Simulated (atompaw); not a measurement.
## P (Z = 15) PAW (atompaw): all-electron and pseudo phase curves

atompaw 4.2.0.5 input, output lines left out:

```
P 15
LDA-PW scalarrelativistic loggrid 1500 logderivrange -3 5 201
3 3 0 0 0 0
3 1 2.5
0 0 0
c
c
v
c
v
2
1.55 1.55 1.05 1.30
y
1.05
n
y
-0.15
n
y
0.05
n
custom polynom gramschmidtortho sinc
3 1 troulliermartins
1.30
1.30
1.55
1.55
1.30
```

The phase is arctan(r·u′/u) with u = r·R(r), unwrapped; energies in Ry, scanned from -3 to 5 Ry. A pole is an energy at which the radial function vanishes at the test radius. The pseudo phase is shifted by a multiple of π to meet the all-electron one at the reference energy, and phase errors are pseudo minus all-electron; the curves can meet again beyond the range given. Levels narrower than the energy grid can be missing from the lists of poles. n/a: not evaluated, since a narrow level or a reset projector energy made the automatic matching unsafe.

```json
{"channel": "s", "radius (bohr)": "1.56", "reference energy (Ry)": "-1.36", "poles, all-electron": "4.51", "poles, pseudo": "4.51", "unbroken range about the reference energy with phases within 0.05 rad": "the whole range", "phase error 1 Ry above the reference energy (rad)": "-0.000"}
{"channel": "p", "radius (bohr)": "1.56", "reference energy (Ry)": "-0.72", "poles, all-electron": "none", "poles, pseudo": "none", "unbroken range about the reference energy with phases within 0.05 rad": "n/a", "phase error 1 Ry above the reference energy (rad)": "n/a"}
{"channel": "d", "radius (bohr)": "1.56", "reference energy (Ry)": "0.05", "poles, all-electron": "none", "poles, pseudo": "none", "unbroken range about the reference energy with phases within 0.05 rad": "the whole range", "phase error 1 Ry above the reference energy (rad)": "+0.009"}
```

Note: ghost states, extra bound levels that the all-electron valence spectrum of the same l lacks: s at -179.3 eV, p at -33.8 eV. A true bound ghost makes a file unfit for plane-wave use.

Phases in the s channel:

| E (Ry) | all-electron | pseudo |
| --- | --- | --- |
| -3.00 | 0.883 | 0.883 |
| -2.76 | 0.816 | 0.816 |
| -2.52 | 0.733 | 0.733 |
| -2.28 | 0.631 | 0.631 |
| -2.04 | 0.504 | 0.504 |
| -1.80 | 0.348 | 0.348 |
| -1.56 | 0.163 | 0.163 |
| -1.32 | -0.047 | -0.047 |
| -1.08 | -0.265 | -0.265 |
| -0.84 | -0.473 | -0.473 |
| -0.60 | -0.655 | -0.655 |
| -0.36 | -0.808 | -0.808 |
| -0.12 | -0.932 | -0.932 |
| 0.12 | -1.032 | -1.032 |
| 0.36 | -1.113 | -1.113 |
| 0.60 | -1.180 | -1.180 |
| 0.84 | -1.235 | -1.235 |
| 1.08 | -1.281 | -1.281 |
| 1.32 | -1.321 | -1.321 |
| 1.56 | -1.354 | -1.354 |
| 1.80 | -1.384 | -1.384 |
| 2.04 | -1.410 | -1.410 |
| 2.28 | -1.433 | -1.433 |
| 2.52 | -1.454 | -1.454 |
| 2.76 | -1.472 | -1.472 |
| 3.00 | -1.489 | -1.489 |
| 3.24 | -1.505 | -1.505 |
| 3.48 | -1.519 | -1.519 |
| 3.72 | -1.532 | -1.532 |
| 3.96 | -1.545 | -1.545 |
| 4.20 | -1.557 | -1.557 |
| 4.44 | -1.568 | -1.568 |
| 4.68 | -1.579 | -1.579 |
| 4.92 | -1.589 | -1.589 |
